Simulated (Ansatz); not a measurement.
H₄B₃Cl₃N₃ (SMILES ClB1NB(Cl)[NH2+]B(Cl)N1), charge +1, singlet, at a GFN2-xTB geometry; REVPBE/STO-3G (Ansatz, an electronic-structure program).

Input for Ansatz:
Ansatz 0.2 input:
```yaml
crystal:
  periodic: [false, false, false]
  atoms:
    - {symbol: Cl, position_ang: [-1.92497906, -2.50575432, -0.30252180]}
    - {symbol: B, position_ang: [-0.90112912, -1.17278707, -0.14076158]}
    - {symbol: N, position_ang: [-1.39356340, 0.18046148, -0.26000621]}
    - {symbol: B, position_ang: [-0.63263027, 1.33969800, -0.14230920]}
    - {symbol: Cl, position_ang: [-1.19572753, 2.93161321, -0.28629955]}
    - {symbol: N, position_ang: [0.88350606, 1.15328901, 0.15157545]}
    - {symbol: B, position_ang: [1.43275997, -0.29705545, 0.27243464]}
    - {symbol: Cl, position_ang: [3.09171093, -0.46603994, 0.57464606]}
    - {symbol: N, position_ang: [0.51108002, -1.32890542, 0.12245861]}
    - {symbol: H, position_ang: [-2.38501425, 0.27302681, -0.44845800]}
    - {symbol: H, position_ang: [1.42090884, 1.64934894, -0.56698538]}
    - {symbol: H, position_ang: [1.11337995, 1.66138026, 1.01196390]}
    - {symbol: H, position_ang: [0.84149005, -2.28387112, 0.19944512]}
basis:
  gaussian:
    orbitals: STO-3G
hamiltonian:
  xc: revpbe
total_charge: 1
accuracy: high
```

The log (banner, timings and long lists left out):

```
Functional definition: revPBE
1361 factors; integrals over basis functions are off by at most 3.2e-8 eV
mean field evaluation 1: about -43631.6273 eV, gradient 3.4e1 eV
mean field evaluation 2: about -43623.0816 eV, gradient 6.5e1 eV
mean field evaluation 4: about -43635.4282 eV, gradient 2.5e0 eV
mean field evaluation 8: about -43635.3180 eV, gradient 4.8e-2 eV
mean field evaluation 16: about -43635.3180 eV, gradient 8.2e-6 eV
mean field -43635.31803917 eV, -1603.5683608586 hartree, gradient 2.8e-8 eV, S^2 0.000000; 0 other end points of the search recorded, 0 dependent functions left out
reference -43635.31804262 eV, -1603.5683609856 hartree; 45, 45 occupied and 16, 16 virtual orbitals, 1361 factors
Total energy: -43635.31804262 eV, -1603.5683609856 hartree
```
